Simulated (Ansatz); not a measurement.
C2H7BOSe, SMILES `B[Se]C(C)O`, relaxed with RKS PBE0-D4/def2-TZVP in Ansatz 0.2.0 from a PBE-D4/def2-SVP geometry. The force threshold is 0.005 eV/Å; the program also tests the step.

The species carries charge 0 and has multiplicity 1.

Start:

```xyz
12

B    -2.099   -0.706   -1.036
Se   -0.998    0.826   -0.933
C     0.632   -0.002    0.038
C     1.388    1.117    0.724
O     0.267   -0.957    0.967
H    -1.740   -1.783   -0.584
H    -3.176   -0.598   -1.582
H     1.213   -0.425   -0.815
H     0.765    1.569    1.521
H     1.680    1.905    0.004
H     2.306    0.706    1.193
H    -0.238   -1.655    0.502
```

```json
{"step": "1", "energy (eV)": "-70249.7200", "largest force (eV/Å)": "0.658", "largest move (Å)": "0.000"}
{"step": "2", "energy (eV)": "-70249.7732", "largest force (eV/Å)": "0.290", "largest move (Å)": "0.056"}
{"step": "3", "energy (eV)": "-70249.7791", "largest force (eV/Å)": "0.141", "largest move (Å)": "0.049"}
{"step": "4", "energy (eV)": "-70249.7827", "largest force (eV/Å)": "0.090", "largest move (Å)": "0.023"}
{"step": "5", "energy (eV)": "-70249.7835", "largest force (eV/Å)": "0.057", "largest move (Å)": "0.031"}
{"step": "6", "energy (eV)": "-70249.7842", "largest force (eV/Å)": "0.043", "largest move (Å)": "0.038"}
{"step": "7", "energy (eV)": "-70249.7850", "largest force (eV/Å)": "0.069", "largest move (Å)": "0.056"}
{"step": "8", "energy (eV)": "-70249.7855", "largest force (eV/Å)": "0.066", "largest move (Å)": "0.066"}
{"step": "9", "energy (eV)": "-70249.7860", "largest force (eV/Å)": "0.111", "largest move (Å)": "0.047"}
{"step": "10", "energy (eV)": "-70249.7863", "largest force (eV/Å)": "0.111", "largest move (Å)": "0.027"}
{"step": "11", "energy (eV)": "-70249.7870", "largest force (eV/Å)": "0.041", "largest move (Å)": "0.035"}
{"step": "14", "energy (eV)": "-70249.7878", "largest force (eV/Å)": "0.022", "largest move (Å)": "0.040"}
{"step": "17 (rejected)", "energy (eV)": "-70249.7869", "largest force (eV/Å)": "0.109", "largest move (Å)": "0.095"}
{"step": "20", "energy (eV)": "-70249.7881", "largest force (eV/Å)": "0.007", "largest move (Å)": "0.012"}
{"step": "23", "energy (eV)": "-70249.7881", "largest force (eV/Å)": "0.016", "largest move (Å)": "0.041"}
{"step": "26", "energy (eV)": "-70249.7881", "largest force (eV/Å)": "0.007", "largest move (Å)": "0.008"}
{"step": "29", "energy (eV)": "-70249.7882", "largest force (eV/Å)": "0.009", "largest move (Å)": "0.012"}
{"step": "32 (rejected)", "energy (eV)": "-70249.7881", "largest force (eV/Å)": "0.062", "largest move (Å)": "0.075"}
{"step": "35", "energy (eV)": "-70249.7883", "largest force (eV/Å)": "0.035", "largest move (Å)": "0.012"}
{"step": "38", "energy (eV)": "-70249.7886", "largest force (eV/Å)": "0.076", "largest move (Å)": "0.028"}
{"step": "41", "energy (eV)": "-70249.7900", "largest force (eV/Å)": "0.043", "largest move (Å)": "0.097"}
{"step": "44", "energy (eV)": "-70249.7905", "largest force (eV/Å)": "0.028", "largest move (Å)": "0.037"}
{"step": "47", "energy (eV)": "-70249.7928", "largest force (eV/Å)": "0.104", "largest move (Å)": "0.015"}
{"step": "50 (rejected)", "energy (eV)": "-70249.7794", "largest force (eV/Å)": "0.431", "largest move (Å)": "0.196"}
{"step": "53", "energy (eV)": "-70249.7951", "largest force (eV/Å)": "0.032", "largest move (Å)": "0.030"}
{"step": "56", "energy (eV)": "-70249.7953", "largest force (eV/Å)": "0.013", "largest move (Å)": "0.019"}
{"step": "59", "energy (eV)": "-70249.7953", "largest force (eV/Å)": "0.003", "largest move (Å)": "0.003"}
```

End:

```xyz
12

B    -1.941   -0.570   -1.407
Se   -1.437    0.564    0.013
C     0.416   -0.102    0.377
C     1.364    1.058    0.515
O     0.456   -0.841    1.555
H    -1.169   -1.380   -1.825
H    -3.038   -0.439   -1.853
H     0.646   -0.712   -0.502
H     1.068    1.700    1.347
H     1.385    1.652   -0.399
H     2.369    0.679    0.716
H    -0.117   -1.608    1.463
```

Hardware: 4 threads of an Arm Neoverse V1 on a shared host. Wall time 4 min, peak host memory 0.67 GiB.
